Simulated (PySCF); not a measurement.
B(Cl)(Me)(SiH3) (CH₆BClSi), SMILES ClB(C)[SiH3]. Heavy atoms are numbered as in [B:1]([Cl:2])([CH3:3])[SiH3:7]. Hydrogens are named by the atom that carries them.

Coordinates come from a B3LYP-D3(BJ)/def2-SVP optimisation. The structure was generated by enumeration, and PubChem lists no compound with its InChIKey, so it may never have been made.

The numbers are results of PBE/pcSseg-1 (PySCF), not measurements.

GIAO shieldings, no solvent; atoms alike by connectivity are averaged. δ = σ(ref) − σ: ¹¹B against BF3 (σ = 83.9 ppm); ³⁵Cl against HCl (σ = 936.5 ppm); ¹³C against TMS (σ = 182.0 ppm); ¹H against TMS (σ = 31.49 ppm); ²⁹Si against TMS (σ = 335.4 ppm), references at their B3LYP-D3(BJ)/def2-TZVP geometries, non-relativistic (without spin–orbit terms, shifts of atoms bonded to Cl or Br come out too high).

```tsv
nucleus	atoms	count	δ (ppm)
¹¹B	B1	1	85.8
³⁵Cl	Cl2	1	448.9
¹³C	C3 (CH3)	1	29.0
¹H	H on Si7	3	3.88
¹H	H on C3	3	1.91
²⁹Si	Si7 (SiH3)	1	-109.0
```
